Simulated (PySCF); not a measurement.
Symmetry of computed structures. Computed with PBE0-D3(BJ)/def2-SVP geometry optimisation, gas phase in PySCF. The symmetry is that of the one conformer found, every atom within 0.08 Å of its image; none is proved a minimum here.

Question: TiH(NMe2)3 (`[H][Ti]([N](C)C)([N](C)C)[N](C)C`): symmetry, top, dipole?

Answer: C3; oblate symmetric top; symmetry number 3; 3 operations, which sort the 29 atoms into 11 sets; this conformer is chiral (no improper operation); dipole 2.03 D, along the axis; A, B, C = 1013, 1010, 600.7 MHz.

Question: `[F:1][CH2:2][CH2:3][F:4]` with F1–C2–C3–F4 69°: symmetry, top, dipole?

Answer: C2; near-prolate asymmetric top; symmetry number 2; 2 operations, which sort the 8 atoms into 4 sets; this conformer is chiral (no improper operation); dipole 2.54 D, along b, the twofold axis.

Question: What symmetry has `[CH3:1][O:2][c:3]1[cH:4][cH:5][c:6]([B:7]([F:8])[F:9])[o:10]1` with C1–O2–C3–C4 179°, H–C1–O2–C3 -60° (nearest H)?

Answer: Cs; asymmetric top; symmetry number 1; 2 operations, which sort the 15 atoms into 14 sets; dipole 2.80 D, in the ab plane, which is the mirror; A, B, C = 2743, 808.3, 626.8 MHz; heavy atoms equivalent by symmetry: none.
